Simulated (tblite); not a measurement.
Compound: C6H4NP.
SMILES: `N#Cc1cccpc1`

All values are computed: GFN2-xTB (tblite) harmonic vibrations without scaling, gas phase. The method is semi-empirical: single wavenumbers can be off by several per cent or more.

Harmonic wavenumbers (cm⁻¹): 117.4, 138.4, 243.1, 308.9, 393.9, 439.2, 492.3, 536.5, 625.0, 682.2, 743.4, 830.3, 833.1, 871.5, 875.9, 926.9, 986.3, 1128.5, 1167.9, 1202.5, 1263.6, 1342.5, 1387.5, 1508.9, 1533.1, 2375.4, 3042.8, 3044.3, 3056.5, 3087.6.

A = 3996, B = 1291, C = 975.8 MHz; mass 121.008 u (most abundant isotopes); point group Cs, symmetry number 1.

Problem. Zero-point energy?

Solution. ½Σν̃ = 17593 cm⁻¹ = 50.30 kcal/mol.

Problem. Entropy at 350 K, 1 bar (ideal gas, RRHO, classical rotation)?

Solution. Translation 41.11, rotation 29.03, vibration 17.74: S = 87.9 cal/(mol K).

Problem. And Cp and H(350 K) − H(0)?

Solution. Cp = 31.13 cal/(mol K), of which vibrations give 23.18 (their classical limit is 30 R = 59.6); H(350 K) − H(0) = 6.46 kcal/mol without the zero-point energy, 3.68 from vibrations.

Problem. What must be added to the electronic energy to get the Gibbs energy at 350 K and 1 bar?

Solution. ZPE + [H(350 K) − H(0)] − T·S = 50.30 + 6.46 − 30.76 = 26.00 kcal/mol.

Problem. How do the functions run with temperature in this model?

Solution. 
```csv
T (K),S (cal/(mol K)),Cp (cal/(mol K)),H − H(0) (kcal/mol),G − H(0) (kcal/mol),ln q(vib)
150,68.6,16.3,1.70,-8.59,0.91
250,78.7,23.9,3.70,-15.96,2.18
298.15,83.2,27.5,4.94,-19.86,2.87
400,92.2,34.3,8.10,-28.80,4.40
600,108.1,43.9,15.99,-48.88,7.54
900,127.6,52.2,30.52,-84.35,12.09
```

q(vib) and H(0) count from the zero-point level.

Problem. Which modes carry the vibrational entropy at 350 K?

Solution. 117.4 cm⁻¹: 3.45; 138.4 cm⁻¹: 3.13; 243.1 cm⁻¹: 2.07; 308.9 cm⁻¹: 1.64; 393.9 cm⁻¹: 1.23; 439.2 cm⁻¹: 1.06 cal/(mol K); the other 24 give 5.14 together.

Problem. Blend soft modes into free rotors: weight 1/[1 + (100 cm⁻¹/ν̃)⁴] for the oscillator and the rest for a rotor with moment μB/(μ + B), μ = h/(8π²ν), B = 10⁻⁴⁴ kg m². What vibrational entropy results?

Solution. 17.45 cal/(mol K) in place of 17.74, which changes −T·S at 350 K by +0.10 kcal/mol.

Hindered rotation and anharmonicity are outside this model.
